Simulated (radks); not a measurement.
The numbers below are computed, except where a source is named.
Coulomb parameter of the 5d shell of the platinum ion Pt3+ in the model configuration [Xe] 4f14 5d6 6p1, as a second difference U = [E(n + 0.5) + E(n - 0.5) - 2 E(n)] / (0.5)^2 with all orbitals relaxed. "Bare": the charge of the atom changes with n. "Screened": the 6p shell takes up the change at fixed total charge, which measures U(5d,5d) + U(6p,6p) - 2 U(5d,6p). Code: a radial shooting solver on a logarithmic mesh with Libxc functionals. Model: scalar-relativistic Kohn-Sham, PBE, spin-unpolarised, spherical densities, finite nucleus; Fermi nuclear charge, rms radius 5.427 fm.

case                   configuration  E - E(n) (eV)
start              [Xe] 4f14 5d6 6p1          0.000
bare +0.5        [Xe] 4f14 5d6.5 6p1        -19.791
bare -0.5        [Xe] 4f14 5d5.5 6p1         23.195
screened +0.5  [Xe] 4f14 5d6.5 6p0.5         -8.669
screened -0.5  [Xe] 4f14 5d5.5 6p1.5          9.257

U(bare) = 13.614 eV, U(screened by 6p) = 2.353 eV, against the Slater integral F0(5d,5d) = 16.961 eV with frozen orbitals.
